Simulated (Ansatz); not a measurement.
A nudged elastic band was laid between two geometries of C₂H₈BNO (13 atoms, charge 0, multiplicity 1).

These are results of RKS BLYP-D4/def2-SVP (Ansatz), not measurements.

| Quantity | Value |
| --- | --- |
| movable images | 7 |
| climbing image | yes |
| spring | 5.0 eV/Å² |
| optimiser | quadratic models (default) |
| start path | IDPP |
| force threshold | 0.03 eV/Å |
| iteration limit | 10 |
| end points | relaxed |

Initial state:

```xyz
13
Properties=species:S:1:pos:R:3
B -1.271 1.934 0.925
N -0.627 0.701 1.085
C 0.367 0.119 0.213
O -0.191 -1.017 -0.435
C 0.750 -1.712 -1.236
H -2.112 2.263 1.733
H -0.956 2.642 -0.010
H -0.901 0.075 1.849
H 0.687 0.893 -0.524
H 1.272 -0.192 0.797
H 0.232 -2.585 -1.676
H 1.148 -1.079 -2.066
H 1.623 -2.078 -0.640
```

Final state:

```xyz
13
Properties=species:S:1:pos:R:3
B -0.769 1.770 0.520
N -0.371 0.530 1.035
C 0.826 -0.232 0.688
O 0.543 -1.458 0.038
C 0.045 -1.311 -1.289
H -1.816 2.255 0.895
H -0.050 2.327 -0.284
H -0.975 0.033 1.700
H 1.470 0.428 0.062
H 1.381 -0.517 1.606
H -0.096 -2.329 -1.698
H -0.930 -0.774 -1.320
H 0.764 -0.757 -1.938
```

(1) What changes between the two ends?

(2) Give the energies along the band, and the barrier.

(3) What is the geometry of the highest image?

Answers

(1) No bond is made or broken. The dihedral H9–C3–O4–C5 goes from 65 to -51°.

(2) It converged. The highest image is number 4 of 0 to 8, 0.076 eV above the first end and 0.166 eV above the last; the last end lies 0.090 eV below the first. Another band between the same ends (7 images) ends at a top of the same energy, where a vibrational analysis finds 1 clearly imaginary mode.

```tsv
image	path coordinate (Å)	energy (eV)	dihedral H9–C3–O4–C5 (°)
0	0.00	0.000	65
1	0.46	0.008	54
2	0.92	0.032	42
3	1.38	0.062	27
4	1.84	0.076	12
5	2.43	0.044	-10
6	3.02	-0.021	-29
7	3.61	-0.073	-42
8	4.20	-0.090	-51
```

(3) 
```xyz
13
Properties=species:S:1:pos:R:3
B -1.067 1.950 0.641
N -0.633 0.692 1.074
C 0.493 -0.075 0.568
O 0.037 -1.299 0.001
C 0.554 -1.599 -1.286
H -2.048 2.441 1.157
H -0.440 2.518 -0.230
H -1.158 0.190 1.798
H 1.024 0.554 -0.177
H 1.200 -0.310 1.400
H 0.086 -2.547 -1.615
H 0.310 -0.807 -2.035
H 1.661 -1.742 -1.282
```

Run time: 95 s on 2 threads of Arm Neoverse V1 (shared host), peak memory 0.14 GiB.
